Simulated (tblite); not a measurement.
Compound: C7H12O (charge +1 and doublet state).
Z-matrix (Å and degrees, GFN2-xTB geometry), rows numbered from 1:
```
C 
C   1  1.5164
C   2  1.5383  1  111.43
C   3  1.5065  2  113.41  1  -179.79
C   4  1.5324  3  113.08  2    56.86
O   5  1.1781  4  124.74  3   133.68
C   5  1.5322  4  110.49  3   -48.16
C   7  1.5065  5  113.06  4    48.19
H   1  1.0879  2  110.87  3   178.99
H   1  1.0868  2  111.27  3    58.13
H   1  1.0879  2  110.88  3   -62.75
H   2  1.0934  1  109.85  3   121.79
H   3  1.0961  2  106.76  1    61.58
H   3  1.0923  2  110.46  1   -54.81
H   4  1.0933  3  111.19  2   176.00
H   4  1.0944  3  111.12  2   -61.87
H   7  1.0944  5  105.75  4   -73.60
H   7  1.0933  5  106.03  4   170.27
H   8  1.0923  2  110.45  1    54.84
H   8  1.0961  2  106.78  1   -61.55
```

All values are computed: GFN2-xTB (tblite) harmonic vibrations without scaling, gas phase. Against measured fundamentals such values can be off by several per cent, at times by over 20. One conformer, not necessarily the lowest. Open shells enter through the occupations alone, without spin polarisation, and single modes of such species can be off by tens of per cent.

Harmonic wavenumbers (cm⁻¹): 48.0, 177.2, 194.5, 202.1, 304.2, 351.3, 425.9, 427.4, 436.3, 488.0, 647.9, 752.2, 766.6, 841.5, 854.2, 882.4, 882.6, 915.6, 957.3, 1003.3, 1037.0, 1047.6, 1091.0, 1096.8, 1103.3, 1153.3, 1171.8, 1177.8, 1228.6, 1243.8, 1248.8, 1267.2, 1273.9, 1321.9, 1380.0, 1380.6, 1399.5, 1408.2, 1410.8, 1437.3, 1463.3, 1845.3, 2918.1, 2920.1, 2954.6, 2958.6, 2961.5, 2973.1, 2973.5, 2989.5, 2993.2, 3030.8, 3045.1, 3056.3.

A = 4231, B = 1435, C = 1169 MHz; mass 112.089 u (most abundant isotopes); point group Cs, symmetry number 1; spin multiplicity 2.

Question: What is the zero-point energy?

Answer: ½Σν̃ = 37760 cm⁻¹ = 107.96 kcal/mol.

Question: What is S at 298.15 K and 1 bar for an ideal gas of classical rigid rotors and harmonic oscillators?

Answer: Translation 40.08, rotation 28.21, vibration 20.02, spin (R ln 2) 1.38: S = 89.7 cal/(mol K).

Question: And Cp and H(298.15 K) − H(0)?

Answer: Cp = 34.00 cal/(mol K), of which vibrations give 26.05 (their classical limit is 54 R = 107.3); H(298.15 K) − H(0) = 5.78 kcal/mol without the zero-point energy, 3.41 from vibrations.

Question: Which modes carry the vibrational entropy at 298.15 K?

Answer: 48.0 cm⁻¹: 4.90; 177.2 cm⁻¹: 2.36; 194.5 cm⁻¹: 2.18; 202.1 cm⁻¹: 2.11; 304.2 cm⁻¹: 1.39; 351.3 cm⁻¹: 1.16 cal/(mol K); the other 48 give 5.91 together.

Question: Blend soft modes into free rotors: weight 1/[1 + (100 cm⁻¹/ν̃)⁴] for the oscillator and the rest for a rotor with moment μB/(μ + B), μ = h/(8π²ν), B = 10⁻⁴⁴ kg m². What vibrational entropy results?

Answer: 18.78 cal/(mol K) in place of 20.02, which changes −T·S at 298.15 K by +0.37 kcal/mol.

Question: How do the functions run with temperature in this model?

Answer: 
```tsv
T (K)	S (cal/(mol K))	Cp (cal/(mol K))	H − H(0) (kcal/mol)	G − H(0) (kcal/mol)	ln q(vib)
100	65.6	14.6	1.07	-5.49	0.92
200	78.4	23.5	2.97	-12.71	2.51
300	89.9	34.2	5.84	-21.13	4.35
500	112.5	55.1	14.86	-41.37	8.51
800	143.2	75.5	34.72	-79.84	15.22
1000	161.0	84.3	50.75	-110.30	19.61
```

q(vib) and H(0) count from the zero-point level.

Hindered rotation and anharmonicity are outside this model. Other conformers, if any are populated, would add a mixing term that is left out.

The run took 0.68 s wall on one thread of an Arm Neoverse V1, shared host with 64 logical CPUs at a one-minute load of 15. This covers the Hessian and the dipole derivatives.
